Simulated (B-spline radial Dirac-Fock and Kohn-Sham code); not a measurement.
**Anomalous scattering factors of Mg, 4 keV to 54.65 keV**

Level of theory: the dispersion relation over Dirac-Hartree-Slater subshell photoionisation cross sections, with the Kissel-Pratt high-energy constant (isolated atom, no bound-bound lines or fine structure); an atomic code on a B-spline grid. The forward scattering factor is f₀ + f′ + i f″.

Input of the calculation (task.json; shells as n, l, electrons):

```json
{"items": [{
  "Z": 12,
  "q": 0,
  "cfg": [[1, 0, 2], [2, 0, 2], [2, 1, 6], [3, 0, 2]],
  "A": 24,
  "rrms": 3.057,
  "do": "dispersion",
  "hv": [664.2, 917.9, 1000.0, 1084.0, 1253.6, 1262.0, 1304.0, 1429.0, 1486.9, 1549.0, 1609.0, 2000.0, 2261.0, 2339.0, 2707.0, 2883.0, 2984.4, 3877.0, 4000.0, 4089.0, 4489.0, 4510.9, 5184.0, 5414.7, 6000.0, 6403.9, 6930.3, 7093.0, 7109.0, 8047.8, 9197.0, 9251.7, 9358.0, 12000.0, 15000.0, 17479.3, 22162.9, 24209.8, 30000.0, 30110.0, 40000.0, 40880.0, 48410.0, 54650.0],
  "edges": {"K": 1303.0, "L1": 88.6}
}]}
```

Run with: `python xray2_run.py task.json out`

No edge lies in or near this range.

```csv
hν (eV),λ (Å),f′ (e),f″ (e),tabulated f′,tabulated f″
4000,3.100,0.370,0.690,0.36,0.66
4089,3.032,0.365,0.663,0.36,0.63
4489,2.762,0.341,0.559,0.34,0.54
4510.9,2.749,0.340,0.554,0.33,0.53
5184,2.392,?,?,?,?
5414.7,2.290,0.287,0.393,0.28,0.38
6000,2.066,0.257,0.323,0.25,0.31
6403.9,1.936,0.238,0.285,0.23,0.28
6930.3,1.789,0.216,0.245,0.21,0.24
7093,1.748,0.210,0.234,0.21,0.23
7109,1.744,0.209,0.233,0.21,0.22
8047.8,1.541,0.178,0.183,0.18,0.18
9197,1.348,0.147,0.140,0.15,0.14
9251.7,1.340,0.146,0.138,0.14,0.13
9358,1.325,0.144,0.135,0.14,0.13
12000,1.033,0.098,0.082,0.10,0.08
15000,0.8266,0.067,0.052,0.07,0.05
17479.3,0.7093,0.051,0.037,0.05,0.04
22162.9,0.5594,0.032,0.023,0.03,0.02
24209.8,0.5121,0.026,0.019,0.03,0.02
30000,0.4133,0.015,0.012,0.01,0.01
30110,0.4118,0.015,0.012,0.01,0.01
40000,0.3100,0.005,0.006,0.00,0.01
40880,0.3033,0.005,0.006,0.00,0.01
48410,0.2561,0.001,0.004,0.00,0.00
54650,0.2269,-0.001,0.003,0.00,0.00
```

**Question.** What are f′ and f″ at 5184 eV?

**Answer.** f′ = 0.300 and f″ = 0.427 electrons (tables: 0.30 and 0.41). By the optical theorem f″ corresponds to a photoabsorption cross section 2 rₑ λ f″ = 5760 b.

Tabulated f′: xraylib 4.2 anomalous scattering factors (Cullen et al., EPDL97); f″: Chantler's tables (J. Phys. Chem. Ref. Data 1995 and 2000). Both are theoretical tables.
